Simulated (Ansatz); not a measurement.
Born–Oppenheimer molecular dynamics of a periodic cell of 17 atoms, TiSi16 (host Si, host structure diamond, interstitial Ti). It goes on from the last frame of an earlier run, with new velocities.

These are results of DFT PBE, scalar-relativistic, plane waves, PAW in Ansatz, not measurements. Settings: PAW set soft_1, cutoff 420 eV, k mesh 2x2x2, fermi-dirac smearing 0.02 eV, no spin polarisation.

| Item | Value |
| --- | --- |
| ensemble | NVT, Langevin thermostat |
| time step | 2 fs |
| steps asked | 200 |
| set temperature | 840 K |
| friction | 0.01 /fs |
| seed | 920560 |

Frames 2 fs apart, positions in Å, forces in eV/Å.

Velocities at 260.0 fs (Å/ps):

```
Si -2.09 -6.65 0.69
Si 2.64 2.22 -6.96
Si 3.62 -5.19 1.72
Si 2.09 -0.79 6.04
Si -1.31 -3.58 3.96
Si 4.01 2.74 -5.61
Si 0.34 0.35 -1.45
Si -6.50 1.99 8.26
Si 3.97 -3.45 0.74
Si 3.90 0.22 -11.74
Si 5.79 7.24 0.83
Si 8.61 -4.83 1.95
Si 0.95 7.73 5.75
Si -14.87 1.86 -4.77
Si 11.19 -2.22 11.11
Si 4.92 2.25 0.91
Ti 1.01 -1.10 4.31
```

```xyz
17
Lattice="0.0000 5.4300 5.4300 5.4300 0.0000 5.4300 5.4300 5.4300 0.0000" Properties=species:S:1:pos:R:3:forces:R:3 time_fs=260.0 energy_less_start_eV=0.787 T=944
Si 0.552 0.058 -0.075 0.96 -0.85 1.59
Si 2.177 1.353 1.094 -2.62 -1.92 2.71
Si 3.679 2.529 0.175 1.26 0.83 -3.07
Si 4.689 4.096 1.406 0.44 0.95 0.67
Si 3.297 -0.070 2.804 -0.35 0.80 0.09
Si 4.504 1.343 4.372 -0.93 0.10 -1.91
Si 5.766 2.663 2.929 0.85 0.55 0.23
Si 7.404 3.961 4.292 0.09 -0.21 0.06
Si 0.629 2.644 2.542 0.83 -0.46 0.57
Si 1.819 4.057 4.100 0.00 -0.88 -0.63
Si 2.949 5.278 2.487 1.01 -0.16 0.47
Si 4.737 6.284 3.809 0.05 0.52 0.12
Si 3.255 2.817 5.564 -1.06 -0.02 -0.21
Si 4.681 4.133 6.764 -0.22 -0.23 1.15
Si 5.981 5.354 5.488 1.23 0.88 -0.64
Si 7.125 6.884 6.864 -0.35 -0.10 -0.48
Ti 8.868 8.025 8.325 -1.18 0.19 -0.75
17
Lattice="0.0000 5.4300 5.4300 5.4300 0.0000 5.4300 5.4300 5.4300 0.0000" Properties=species:S:1:pos:R:3:forces:R:3 time_fs=262.0 energy_less_start_eV=0.807 T=923
Si 0.550 0.046 -0.073 0.97 -0.80 1.43
Si 2.179 1.356 1.081 -2.76 -2.09 2.82
Si 3.687 2.518 0.176 1.45 1.00 -3.08
Si 4.694 4.095 1.417 0.36 0.91 0.51
Si 3.295 -0.077 2.811 -0.45 0.90 0.11
Si 4.513 1.349 4.361 -1.04 0.09 -1.63
Si 5.766 2.664 2.926 0.93 0.58 0.26
Si 7.391 3.964 4.309 0.36 -0.41 -0.16
Si 0.637 2.637 2.542 0.68 -0.40 0.44
Si 1.825 4.056 4.076 -0.07 -0.81 -0.36
Si 2.963 5.291 2.490 1.02 -0.21 0.46
Si 4.755 6.273 3.812 0.08 0.54 0.17
Si 3.256 2.832 5.575 -1.15 -0.34 -0.62
Si 4.651 4.136 6.756 0.19 -0.08 1.26
Si 6.004 5.350 5.510 0.93 0.93 -0.53
Si 7.135 6.888 6.864 -0.35 -0.03 -0.45
Ti 8.871 8.021 8.332 -1.18 0.25 -0.61
17
Lattice="0.0000 5.4300 5.4300 5.4300 0.0000 5.4300 5.4300 5.4300 0.0000" Properties=species:S:1:pos:R:3:forces:R:3 time_fs=264.0 energy_less_start_eV=0.812 T=987
Si 0.551 0.036 -0.068 0.92 -0.78 1.21
Si 2.177 1.355 1.073 -2.70 -2.11 2.83
Si 3.697 2.510 0.175 1.50 1.07 -3.00
Si 4.700 4.093 1.430 0.28 0.87 0.32
Si 3.292 -0.083 2.818 -0.52 0.98 0.16
Si 4.522 1.356 4.349 -1.12 0.02 -1.35
Si 5.765 2.666 2.922 1.03 0.59 0.29
Si 7.378 3.965 4.325 0.60 -0.61 -0.40
Si 0.647 2.629 2.541 0.50 -0.35 0.33
Si 1.831 4.056 4.049 -0.11 -0.75 -0.05
Si 2.980 5.303 2.493 1.02 -0.23 0.42
Si 4.774 6.262 3.812 0.15 0.54 0.23
Si 3.258 2.846 5.586 -1.29 -0.66 -1.05
Si 4.622 4.139 6.750 0.66 0.14 1.34
Si 6.030 5.349 5.531 0.57 0.93 -0.41
Si 7.144 6.891 6.863 -0.33 0.06 -0.39
Ti 8.873 8.018 8.339 -1.17 0.29 -0.48
17
Lattice="0.0000 5.4300 5.4300 5.4300 0.0000 5.4300 5.4300 5.4300 0.0000" Properties=species:S:1:pos:R:3:forces:R:3 time_fs=266.0 energy_less_start_eV=0.815 T=1157
Si 0.553 0.025 -0.062 0.83 -0.71 0.94
Si 2.172 1.351 1.067 -2.46 -2.01 2.75
Si 3.709 2.505 0.170 1.40 1.04 -2.82
Si 4.707 4.093 1.445 0.17 0.86 0.09
Si 3.288 -0.091 2.829 -0.58 1.05 0.18
Si 4.529 1.364 4.335 -1.12 -0.08 -1.05
Si 5.765 2.672 2.915 1.14 0.54 0.39
Si 7.363 3.967 4.342 0.85 -0.84 -0.67
Si 0.659 2.619 2.540 0.30 -0.30 0.24
Si 1.838 4.056 4.019 -0.18 -0.69 0.30
Si 2.998 5.315 2.496 1.02 -0.22 0.36
Si 4.795 6.251 3.811 0.23 0.52 0.29
Si 3.259 2.859 5.596 -1.45 -0.96 -1.47
Si 4.594 4.142 6.746 1.15 0.38 1.41
Si 6.057 5.349 5.551 0.12 0.93 -0.26
Si 7.151 6.894 6.862 -0.27 0.15 -0.30
Ti 8.874 8.014 8.347 -1.15 0.34 -0.37
17
Lattice="0.0000 5.4300 5.4300 5.4300 0.0000 5.4300 5.4300 5.4300 0.0000" Properties=species:S:1:pos:R:3:forces:R:3 time_fs=268.0 energy_less_start_eV=0.833 T=1132
Si 0.558 0.011 -0.054 0.70 -0.61 0.64
Si 2.164 1.344 1.062 -2.10 -1.83 2.61
Si 3.723 2.503 0.163 1.18 0.94 -2.58
Si 4.715 4.094 1.461 0.06 0.87 -0.18
Si 3.286 -0.098 2.841 -0.65 1.08 0.18
Si 4.535 1.369 4.319 -1.05 -0.18 -0.74
Si 5.767 2.682 2.906 1.22 0.44 0.58
Si 7.344 3.970 4.361 1.15 -1.11 -0.99
Si 0.671 2.607 2.538 0.09 -0.26 0.15
Si 1.846 4.056 3.990 -0.25 -0.64 0.62
Si 3.018 5.327 2.499 0.98 -0.18 0.31
Si 4.817 6.239 3.809 0.28 0.51 0.35
Si 3.257 2.870 5.601 -1.55 -1.20 -1.83
Si 4.570 4.146 6.742 1.53 0.57 1.49
Si 6.083 5.348 5.571 -0.33 0.99 -0.09
Si 7.157 6.901 6.861 -0.20 0.21 -0.23
Ti 8.873 8.009 8.355 -1.08 0.40 -0.29
17
Lattice="0.0000 5.4300 5.4300 5.4300 0.0000 5.4300 5.4300 5.4300 0.0000" Properties=species:S:1:pos:R:3:forces:R:3 time_fs=270.0 energy_less_start_eV=0.871 T=1069
Si 0.565 -0.001 -0.045 0.54 -0.50 0.33
Si 2.157 1.335 1.059 -1.67 -1.60 2.46
Si 3.737 2.505 0.152 0.91 0.79 -2.29
Si 4.722 4.098 1.474 -0.05 0.88 -0.45
Si 3.283 -0.102 2.854 -0.71 1.06 0.15
Si 4.541 1.373 4.302 -0.98 -0.25 -0.42
Si 5.769 2.690 2.893 1.31 0.32 0.79
Si 7.325 3.973 4.381 1.44 -1.37 -1.30
Si 0.683 2.594 2.536 -0.11 -0.22 0.09
Si 1.854 4.055 3.963 -0.31 -0.60 0.87
Si 3.038 5.338 2.502 0.90 -0.14 0.28
Si 4.838 6.227 3.810 0.32 0.56 0.38
Si 3.253 2.881 5.604 -1.60 -1.44 -2.14
Si 4.550 4.149 6.739 1.84 0.73 1.59
Si 6.108 5.348 5.593 -0.76 1.03 0.07
Si 7.164 6.907 6.859 -0.13 0.27 -0.18
Ti 8.870 8.005 8.362 -0.95 0.48 -0.23
17
Lattice="0.0000 5.4300 5.4300 5.4300 0.0000 5.4300 5.4300 5.4300 0.0000" Properties=species:S:1:pos:R:3:forces:R:3 time_fs=272.0 energy_less_start_eV=0.912 T=1142
Si 0.574 -0.012 -0.035 0.37 -0.40 0.02
Si 2.150 1.323 1.060 -1.19 -1.32 2.29
Si 3.749 2.508 0.137 0.63 0.64 -1.94
Si 4.731 4.104 1.486 -0.18 0.86 -0.71
Si 3.277 -0.103 2.867 -0.74 1.00 0.12
Si 4.549 1.378 4.285 -0.92 -0.32 -0.13
Si 5.773 2.698 2.881 1.39 0.20 0.99
Si 7.309 3.975 4.400 1.69 -1.61 -1.59
Si 0.697 2.582 2.534 -0.32 -0.20 0.06
Si 1.861 4.055 3.941 -0.34 -0.54 1.06
Si 3.061 5.350 2.506 0.79 -0.12 0.27
Si 4.857 6.217 3.814 0.35 0.62 0.38
Si 3.248 2.892 5.603 -1.59 -1.61 -2.39
Si 4.532 4.151 6.737 2.09 0.88 1.67
Si 6.136 5.352 5.614 -1.18 1.01 0.21
Si 7.172 6.914 6.857 -0.06 0.34 -0.11
Ti 8.865 8.000 8.368 -0.79 0.57 -0.20
17
Lattice="0.0000 5.4300 5.4300 5.4300 0.0000 5.4300 5.4300 5.4300 0.0000" Properties=species:S:1:pos:R:3:forces:R:3 time_fs=274.0 energy_less_start_eV=0.942 T=1107
Si 0.586 -0.019 -0.024 0.18 -0.33 -0.30
Si 2.143 1.310 1.063 -0.67 -1.02 2.11
Si 3.760 2.513 0.119 0.36 0.49 -1.54
Si 4.744 4.112 1.495 -0.34 0.83 -0.93
Si 3.268 -0.102 2.878 -0.74 0.93 0.10
Si 4.556 1.385 4.270 -0.85 -0.41 0.10
Si 5.780 2.707 2.868 1.45 0.09 1.17
Si 7.295 3.973 4.417 1.85 -1.75 -1.82
Si 0.712 2.569 2.532 -0.53 -0.18 0.05
Si 1.867 4.053 3.919 -0.36 -0.45 1.21
Si 3.084 5.363 2.510 0.70 -0.16 0.28
Si 4.879 6.208 3.820 0.37 0.67 0.38
Si 3.240 2.902 5.598 -1.51 -1.68 -2.52
Si 4.519 4.155 6.739 2.24 0.94 1.68
Si 6.163 5.357 5.637 -1.54 0.91 0.28
Si 7.183 6.920 6.856 0.00 0.42 -0.07
Ti 8.861 7.996 8.375 -0.62 0.68 -0.17
17
Lattice="0.0000 5.4300 5.4300 5.4300 0.0000 5.4300 5.4300 5.4300 0.0000" Properties=species:S:1:pos:R:3:forces:R:3 time_fs=276.0 energy_less_start_eV=0.961 T=1080
Si 0.599 -0.024 -0.015 -0.02 -0.30 -0.63
Si 2.134 1.296 1.068 -0.14 -0.71 1.93
Si 3.771 2.519 0.096 0.11 0.34 -1.11
Si 4.758 4.120 1.501 -0.51 0.81 -1.11
Si 3.257 -0.100 2.888 -0.72 0.87 0.09
Si 4.561 1.393 4.254 -0.80 -0.52 0.31
Si 5.789 2.714 2.857 1.47 0.00 1.31
Si 7.285 3.966 4.430 1.90 -1.73 -1.91
Si 0.724 2.557 2.528 -0.71 -0.17 0.05
Si 1.873 4.051 3.899 -0.36 -0.35 1.36
Si 3.104 5.377 2.516 0.67 -0.23 0.28
Si 4.900 6.201 3.827 0.39 0.68 0.37
Si 3.232 2.909 5.591 -1.35 -1.64 -2.55
Si 4.510 4.160 6.744 2.26 0.92 1.63
Si 6.189 5.364 5.661 -1.81 0.71 0.23
Si 7.195 6.928 6.857 0.07 0.53 -0.03
Ti 8.856 7.991 8.382 -0.46 0.79 -0.22
17
Lattice="0.0000 5.4300 5.4300 5.4300 0.0000 5.4300 5.4300 5.4300 0.0000" Properties=species:S:1:pos:R:3:forces:R:3 time_fs=278.0 energy_less_start_eV=0.965 T=1097
Si 0.611 -0.028 -0.009 -0.24 -0.31 -0.93
Si 2.124 1.281 1.074 0.39 -0.38 1.77
Si 3.784 2.525 0.072 -0.13 0.16 -0.69
Si 4.770 4.127 1.503 -0.64 0.79 -1.23
Si 3.244 -0.095 2.898 -0.69 0.78 0.05
Si 4.564 1.401 4.238 -0.71 -0.58 0.46
Si 5.801 2.721 2.844 1.43 -0.08 1.45
Si 7.279 3.954 4.442 1.86 -1.62 -1.93
Si 0.734 2.546 2.526 -0.86 -0.16 0.07
Si 1.877 4.050 3.880 -0.38 -0.27 1.46
Si 3.123 5.390 2.523 0.65 -0.29 0.27
Si 4.919 6.195 3.835 0.42 0.69 0.36
Si 3.224 2.915 5.579 -1.15 -1.53 -2.48
Si 4.503 4.166 6.749 2.19 0.85 1.54
Si 6.215 5.371 5.687 -1.99 0.41 0.09
Si 7.205 6.938 6.856 0.16 0.63 0.00
Ti 8.852 7.986 8.388 -0.31 0.91 -0.27
17
Lattice="0.0000 5.4300 5.4300 5.4300 0.0000 5.4300 5.4300 5.4300 0.0000" Properties=species:S:1:pos:R:3:forces:R:3 time_fs=280.0 energy_less_start_eV=0.961 T=1127
Si 0.624 -0.030 -0.004 -0.46 -0.32 -1.18
Si 2.115 1.265 1.084 0.89 -0.06 1.59
Si 3.798 2.533 0.046 -0.35 -0.03 -0.25
Si 4.780 4.135 1.504 -0.73 0.77 -1.32
Si 3.232 -0.090 2.909 -0.67 0.68 0.01
Si 4.564 1.407 4.224 -0.57 -0.62 0.57
Si 5.815 2.728 2.833 1.33 -0.16 1.58
Si 7.275 3.938 4.452 1.75 -1.41 -1.86
Si 0.743 2.534 2.522 -1.01 -0.15 0.10
Si 1.880 4.049 3.862 -0.39 -0.19 1.51
Si 3.142 5.404 2.532 0.62 -0.36 0.25
Si 4.938 6.189 3.843 0.44 0.68 0.35
Si 3.214 2.918 5.562 -0.89 -1.37 -2.30
Si 4.496 4.174 6.755 2.04 0.72 1.40
Si 6.237 5.378 5.712 -2.10 0.06 -0.10
Si 7.213 6.949 6.855 0.27 0.71 0.03
Ti 8.847 7.981 8.392 -0.17 1.03 -0.36
17
Lattice="0.0000 5.4300 5.4300 5.4300 0.0000 5.4300 5.4300 5.4300 0.0000" Properties=species:S:1:pos:R:3:forces:R:3 time_fs=282.0 energy_less_start_eV=0.963 T=1123
Si 0.637 -0.032 0.001 -0.67 -0.36 -1.41
Si 2.105 1.248 1.097 1.35 0.23 1.42
Si 3.813 2.540 0.019 -0.52 -0.18 0.17
Si 4.790 4.144 1.507 -0.80 0.72 -1.39
Si 3.220 -0.083 2.920 -0.63 0.56 -0.05
Si 4.564 1.413 4.210 -0.45 -0.64 0.66
Si 5.829 2.733 2.824 1.21 -0.20 1.65
Si 7.273 3.919 4.459 1.60 -1.14 -1.72
Si 0.748 2.522 2.520 -1.13 -0.12 0.13
Si 1.881 4.047 3.846 -0.41 -0.09 1.52
Si 3.159 5.418 2.540 0.58 -0.41 0.26
Si 4.958 6.185 3.850 0.44 0.66 0.30
Si 3.203 2.920 5.541 -0.58 -1.19 -2.04
Si 4.493 4.182 6.762 1.83 0.55 1.24
Si 6.258 5.385 5.736 -2.17 -0.31 -0.31
Si 7.222 6.962 6.854 0.36 0.78 0.04
Ti 8.840 7.976 8.396 -0.02 1.14 -0.46
```

Of the whole run (400 fs, mean temperature of the second half 1016 K): The mean temperature of the second half is 21 % above the set value. A run of 0.4 ps of so small a system gives no equilibrium averages. The SCF threshold is loose, so the forces are noisy. Limits of this set-up: coarse k mesh.

Run time: 13 min on 1 thread of Arm Neoverse V2, on a shared host, peak memory 0.6 GiB.
